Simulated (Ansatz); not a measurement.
CH3F3Si (SMILES F[SiH2]C(F)F) moved off its minimum; all values from Ansatz (a first-principles code), cores frozen in correlated methods.
(charge 0, multiplicity 1)
```xyz
8

F      1.5820    -0.6674    -0.6621
Si     1.0203     0.4459     0.3651
C     -0.9920     0.3146     0.3542
F     -1.3305    -0.9935     0.7644
F     -1.4610     0.3515    -0.9650
H      1.2993     1.7413    -0.2130
H      1.4773     0.3854     1.6162
H     -1.5078     0.9571     0.9250
```

```csv
level,largest force (eV/Å),on atom,rms difference from CCSD(T)/cc-pV(T+d)Z (eV/Å),dipole (D)
HF/def2-TZVPP,6.61,C3,0.448,3.87
PBE/def2-TZVPP,5.77,C3,0.266,3.02
r2SCAN/def2-TZVPP,5.85,C3,0.078,3.17
B3LYP/def2-TZVPP,5.74,C3,0.115,3.33
wB97M-V/def2-TZVPP,5.91,C3,0.070,3.33
MP2/cc-pV(T+d)Z,5.97,C3,0.040,3.25
CCSD(T)/cc-pV(T+d)Z,5.96,C3,0.000,3.25
```

The differences count from one level among others, with limits of its own. Forces at CCSD(T)/cc-pV(T+d)Z (eV/Å):

```json
[
 {"atom": "F1", "Fx": "-0.236", "Fy": "0.429", "Fz": "0.877"},
 {"atom": "Si2", "Fx": "-2.808", "Fy": "-0.187", "Fz": "-4.109"},
 {"atom": "C3", "Fx": "2.762", "Fy": "-4.300", "Fz": "-3.060"},
 {"atom": "F4", "Fx": "0.305", "Fy": "1.034", "Fz": "0.189"},
 {"atom": "F5", "Fx": "0.471", "Fy": "0.594", "Fz": "1.050"},
 {"atom": "H6", "Fx": "0.245", "Fy": "0.522", "Fz": "-0.204"},
 {"atom": "H7", "Fx": "1.316", "Fy": "-0.573", "Fz": "3.285"},
 {"atom": "H8", "Fx": "-2.056", "Fy": "2.481", "Fz": "1.971"}
]
```
